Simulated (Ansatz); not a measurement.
Cost and result for the atomization energy of `B/C=C(\C)O` (12 atoms, 11 bonds).

```xyz
12

B    -0.2883    1.7674    0.8648
C     0.7294    0.6811    0.6340
C     0.5040   -0.4549   -0.0695
C    -0.7631   -0.8535   -0.7402
O     1.5091   -1.3397   -0.1946
H     0.0006    2.7398    1.5024
H    -1.4033    1.6987    0.4261
H     1.7359    0.7622    1.0394
H    -1.1212   -1.8034   -0.3289
H    -0.5896   -0.9987   -1.8119
H    -1.5350   -0.1014   -0.6086
H     1.2215   -2.0976   -0.7131
```

Charge 0, multiplicity 1. The structure was optimised at the PBE0-D4/def2-TZVP level. It is one conformer, not always the lowest. Program: Ansatz. All runs use 4 threads of an AMD EPYC 9R45 on a shared host. Times are those of one run each, without the atoms' runs, and a repeat can differ threefold. Electronic energies, without spin–orbit coupling; frozen cores. CCSD(T)/CBS adds CCSD(T) − MP2 in def2-TZVPP to the MP2 limit, and its time is that of the two runs behind it. T1 = 0.013. B3LYP takes the VWN-RPA correlation (the form of Gaussian; ORCA's B3LYP/G).

CCSD(T)/CBS is a level of theory with its own doubt, some kJ/mol a heavy atom from the limit and from the frozen cores, so smaller differences don't rank the functionals.

| level | functions | wall time | atomization (kJ/mol) | difference from CCSD(T)/CBS | per bond |
| --- | --- | --- | --- | --- | --- |
| PBE0-D4/def2-TZVPP | 253 | 0.85 s | 4844.1 | 53.4 | 4.9 |
| PBE-D4/def2-TZVPP (with forces) | 253 | 0.95 s | 4931.7 | 141.0 | 12.8 |
| r2SCAN-D4/def2-TZVPP (with forces) | 253 | 1.4 s | 4838.5 | 47.8 | 4.4 |
| B3LYP-D4/def2-TZVPP (with forces) | 253 | 1.4 s | 4821.3 | 30.6 | 2.8 |
| B2PLYP/def2-TZVPP | 253 | 1.8 s | 4771.1 | -19.6 | -1.8 |
| ωB97X-V/def2-TZVPP | 253 | 2.2 s | 4806.2 | 15.5 | 1.4 |
| ωB97M-V/def2-TZVPP (with forces) | 253 | 3 s | 4823.4 | 32.7 | 3.0 |
| MP2/def2-QZVPP | 495 | 7 s | 4832.3 | 41.6 | 3.8 |
| CCSD(T)/def2-TZVPP | 253 | 35 s | 4682.4 | -108.3 | -9.8 |
| CCSD(T)/CBS(def2) | – | 42 s | 4790.7 | 0.0 | 0.0 |

In def2-TZVPP, CCSD(T) changes the Hartree–Fock value by +1104.0 kJ/mol (the triples alone add +70.0 kJ/mol) and MP2 by +1190.2 kJ/mol; breaking electron pairs costs correlation energy, which Hartree–Fock lacks. From PBE to PBE0 (25 % exact exchange), in def2-TZVPP and without D4, the atomization energy moves by −84.2 kJ/mol: exact exchange takes away binding that semilocal exchange gives to molecules. The D4 term adds +32.5 kJ/mol with B3LYP and +17.0 kJ/mol with PBE0; it sums over pairs of atoms, weighted by their polarisabilities, and B3LYP, whose exchange is more repulsive, gets the larger term.
